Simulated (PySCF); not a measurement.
## He⁺ (helium, charge +1) across methods

2p1, 2P determinant (an excited configuration). Calculation: PySCF 2.14, in dyall-acv3z (10s3p2d, 29 functions); the spin-free X2C one-electron Hamiltonian (Gaussian nucleus).

```csv
method,E (hartree),mean ε 2p α (eV),Σ⟨r²⟩ (bohr²),⟨S²⟩
UHF,-0.47962,-13.051,5.187,0.750
PBE,-0.5079,-9.577,5.162,0.750
HSE06,-0.5026,-10.116,5.170,0.750
r2SCAN0,-0.4954,-10.553,5.177,0.750
TPSS,-0.5074,-9.706,5.166,0.750
PBE0,-0.5025,-10.518,5.172,0.750
LDA,-0.4866,-9.088,5.223,0.750
MN15,-0.4805,-10.029,4.902,0.750
r2SCAN,-0.5007,-9.719,5.174,0.750
```

The outer electron is Rydberg-like, and this basis confines it to a smaller radius and binds it less than a complete one would.
